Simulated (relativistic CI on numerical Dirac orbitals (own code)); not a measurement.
# One change at a time: W LII

Base calculation: Dirac-Coulomb-Breit CI, orbitals from a KLI potential per configuration, model QED (radiative potential, 1s self-energy scaled to tabulated hydrogen-like ionisation energies), unscaled Slater integrals.

Configuration list (outside the closed core [Ne]): 3s2.3p6.3d5, 3s2.3p5.3d6, 3s2.3p4.3d7, 3s.3p6.3d6, 3p6.3d7, 3s.3p5.3d7, 3s2.3p6.3d4.4s, 3s2.3p6.3d4.4p, 3s2.3p4.3d6.4s, 3s2.3p6.3d4.4d, 3s2.3p4.3d6.4p, 3s2.3p5.3d5.4s, 3s2.3p6.3d4.4f, 3s.3p5.3d6.4s, 3s2.3p5.3d5.4p, 3s.3p5.3d6.4p, 3p6.3d6.4s, 3s2.3p6.3d3.4s2, 3p6.3d6.4p, 3s2.3p6.3d3.4s.4p, 3s2.3p6.3d4.5s, 3p6.3d5.4s2. Levels of other configurations are missing.

Variants: (1) configuration mixing switched off; (2) only the first 3 configurations. Shifts of the energy above 3s2.3p6.3d5 4P_5/2, in eV, for the lowest level and the first level of each name with at least 55 % of one term (blank where a level changes its place among those of its configuration and J or its character, or is not in the variant):

```tsv
Level	Base	Δ(1)	Δ(2)
3s2.3p6.3d5 4P_5/2	0.000	0.000	0.000
3s2.3p6.3d5 2D_3/2	102.603	+0.648	-0.039
3s2.3p6.3d5 4G_9/2	139.163	-1.525	-0.185
3s2.3p6.3d5 2I_13/2	142.541	-2.465	-0.479
3s2.3p6.3d5 4D_1/2	143.837	-0.613	+0.073
3s2.3p6.3d5 2G_7/2	154.323	-0.833	+0.047
3s2.3p6.3d5 4F_5/2	156.150	-0.250	-0.114
3s2.3p6.3d5 2P_3/2	187.723	+0.719	+0.261
3s2.3p5.3d6 4H°_13/2	446.124	-3.094	-0.214
3s2.3p5.3d6 4I°_15/2	454.877	-3.375	-0.495
```

At this charge energies of transitions that change n are usually good to better than 1 %, and those within a shell (Δn = 0) to a few per cent.

Ionisation energy from the two ground configurations alone: base 4705.99 eV. The NIST ASD value (semi-empirical) is 4709 eV.

LS names give the leading component of a level, which can be under half, so a name can repeat, a term be missing and a line seem to break the LS rules.
